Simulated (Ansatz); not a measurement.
GaH, closed-shell singlet (the spin of the measured ground state), most abundant isotopes (1.0078 and 68.9256 u). Constants from fifth-degree fits in 1/R to seven points on the lowest solution found; no spin–orbit coupling, no relativity up to Kr; ω_e x_e and α_e move by some per cent with the fit.

Correlated levels freeze the inner cores; with def2 sets outer-core shells near the valence are correlated too. CBS(a, b) extrapolates the correlation energy as X⁻³ and adds the Hartree–Fock energy of set b.

Programs: Ansatz (Gaussian orbitals). Values without a source in brackets are computed.

| level | r_e (Å) | ω_e (cm⁻¹) | ω_e x_e (cm⁻¹) | α_e (cm⁻¹) |
|---|---|---|---|---|
| PBE/def2-TZVPP | 1.6986 | 1524.8 | 24.2 | 0.168 |
| CCSD(T)/CBS(def2-TZVPP, def2-QZVPP) | 1.6535 | 1615.6 | 26.1 | 0.193 |

D_e from total energies of the atoms and the molecule: 2.89 eV at PBE/def2-TZVPP; 3.04 eV at CCSD(T)/CBS(def2-TZVPP, def2-QZVPP).

Question: Derive the rotational constants, the centrifugal constant, the fundamental, the zero-point energy and the force constant, and test the Morse rule for the well depth.

Answer: 
μ = 0.99330 u.
- PBE/def2-TZVPP: B_e = 16.8576/(μ r_e²) = 5.8820 cm⁻¹; B₀ = B_e − α_e/2 = 5.7983 cm⁻¹; D = 4B_e³/ω_e² = 3.50e-04 cm⁻¹; fundamental ω_e − 2ω_e x_e = 1476 cm⁻¹; zero-point energy ω_e/2 − ω_e x_e/4 = 756 cm⁻¹; k = μ(2πcω_e)² = 136 N/m; the line J = 1 ← 0 at 2B₀ = 347.7 GHz; a Morse well would hold ω_e²/(4ω_e x_e) = 2.98 eV against the computed D_e of 2.89 eV
- CCSD(T)/CBS(def2-TZVPP, def2-QZVPP): B_e = 16.8576/(μ r_e²) = 6.2073 cm⁻¹; B₀ = B_e − α_e/2 = 6.1109 cm⁻¹; D = 4B_e³/ω_e² = 3.67e-04 cm⁻¹; fundamental ω_e − 2ω_e x_e = 1563 cm⁻¹; zero-point energy ω_e/2 − ω_e x_e/4 = 801 cm⁻¹; k = μ(2πcω_e)² = 153 N/m; the line J = 1 ← 0 at 2B₀ = 366.4 GHz; a Morse well would hold ω_e²/(4ω_e x_e) = 3.10 eV against the computed D_e of 3.04 eV

Measured for the ground state: r_e 1.663 Å [Huber and Herzberg (1979), NIST Chemistry WebBook]; ω_e 1604.5 cm⁻¹ [Huber and Herzberg (1979), NIST Chemistry WebBook].

Ansatz is a program for electronic structure.
